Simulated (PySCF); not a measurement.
C3H6FNSi, SMILES F/C=C1/CN[SiH2]1. Atoms are numbered in the order given.

```xyz
12

F     -0.4376    -2.5406     0.0000
C      0.5705    -1.6552     0.0000
C      0.3538    -0.3446     0.0000
C      1.3608     0.8078     0.0000
N      0.3716     1.8939     0.0000
Si    -1.0504     0.8957     0.0000
H      1.5481    -2.1547     0.0000
H      2.0171     0.8026    -0.8955
H      2.0171     0.8026     0.8955
H      0.6417     2.8677     0.0000
H     -1.9463     0.9512     1.2000
H     -1.9463     0.9512    -1.2000
```
Charge 0, spin multiplicity 1.

The structure is a stationary point at r2SCAN-D4/def2-SVP. The structure was generated by enumeration; whether it is a known compound was not checked.

Level of theory: B3LYP/def2-TZVP in PySCF.

Symmetry labels are those of the subgroup Cs that the program uses (full group Cs).

Computed valence orbital energies around the gap with their symmetry:
```csv
orbital,symmetry,energy (eV)
HOMO−7,A",-12.14
HOMO−6,A',-11.60
HOMO−5,A',-10.67
HOMO−4,A',-10.05
HOMO−3,A",-9.52
HOMO−2,A',-8.52
HOMO−1,A",-7.16
HOMO,A",-6.54
LUMO,A",-0.45
LUMO+1,A',-0.25
LUMO+2,A',0.96
LUMO+3,A',1.43
```
